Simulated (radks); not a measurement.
Numerical settings for the caesium ion Cs3+, [Kr] 4d10 5s2 5p4. All-electron calculation, Dirac Kohn-Sham, PBE, spin-unpolarised, spherical densities, finite nucleus; open shells are shared between the two j in proportion to 2j + 1; Fermi nuclear charge, rms radius 4.8041 fm. Program: a radial shooting solver on a logarithmic mesh with Libxc functionals. The defaults (mesh step 0.008 in ln r, mesh end at 40 bohr or more with all orbitals vanishing there, Anderson mixing 0.5 over 9 steps, residual threshold near 1e-9 with the energy settled to 1e-9 hartree or 1e-11 of itself, here a cap of 76 iterations) give E = -7787.7111 hartree and 5p3/2 at -38.925 eV in 14 iterations. Run on one thread of a shared host, so times are rough (Arm Neoverse N1): 0.16 s of CPU time, 0.16 s wall, 14 iterations on 2213 mesh points. Changes against that run (0 stands for a change within the tolerance of the run):

setting	iterations	converged	E (mhartree)	e(5p3/2) (meV)	CPU (s)
mesh step in ln r 0.12	2	no	diverged	-	0.01
mesh step in ln r 0.03	14	yes	+0.00589	0	0.06
mesh step in ln r 0.02	14	yes	+0.000585	0	0.08
mesh end (bohr) 12	14	yes	0	0	0.16
mesh end (bohr) 8	14	yes	+0.00129	+0.0708	0.15
residual threshold 1e-05	10	yes	0	+0.0243	0.13
residual threshold 0.1	8	yes	0	-0.0065	0.12
mixing 0.2	18	yes	0	0	0.19
linear mixing, mixing 0.05	76	no	+0.0522	-186	0.72
linear mixing, mixing 0.2	76	no	0	0	0.6
mixing history 20	18	yes	0	0	0.19
iteration cap 3	3	no	+10.7	-1.33e+03	0.05

No run marked as converged misses the energy by more than 1 mhartree. A mesh that ends early acts as a hard wall.
